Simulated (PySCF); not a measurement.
In(Br)(OH)2 (BrH₂InO₂), SMILES [OH][In]([OH])[Br].

Geometry: B3LYP-D3(BJ)/def2-SVP. The def2 effective core potentials stand for the cores of In; spin–orbit coupling is left out. One conformer was computed; it need not be the lowest.

Two levels are set side by side: TDDFT-PBE/def2-SVPD (PySCF) and TDDFT-B3LYP/def2-SVPD (PySCF). Vertical, same geometry. The lowest singlet is HOMO−1→LUMO 100 % with PBE and HOMO→LUMO 97 % with the other functional; states are paired by order. Differences are taken from unrounded values.

```
quantity                               TDDFT-B3LYP
-------------------------------------  -----------
lowest singlet excitation (eV)                4.44
lowest triplet excitation (TDA) (eV)          4.01
first bright state (f over 0.05) (eV)         5.56
its oscillator strength                       0.08
```

Q: What does TDDFT-PBE give, and how far is it from TDDFT-B3LYP? (The exact figures need the calculation; the answer reports its results.)

A: 
| quantity | TDDFT-PBE | TDDFT-PBE minus TDDFT-B3LYP |
|---|---|---|
| lowest singlet excitation (eV) | 3.95 | -0.48 |
| lowest triplet excitation (TDA) (eV) | 3.63 | -0.38 |
| first bright state (f over 0.05) (eV) | 5.09 | -0.47 |
| its oscillator strength | 0.05 | -0.03 |

A lower first singlet is the usual sign of a functional without exact exchange. Differences between two approximate levels are no errors against the true value.

Rough cost on one machine, each run with all the roots and properties that it gave: TDDFT-B3LYP against TDDFT-PBE about 4 times.
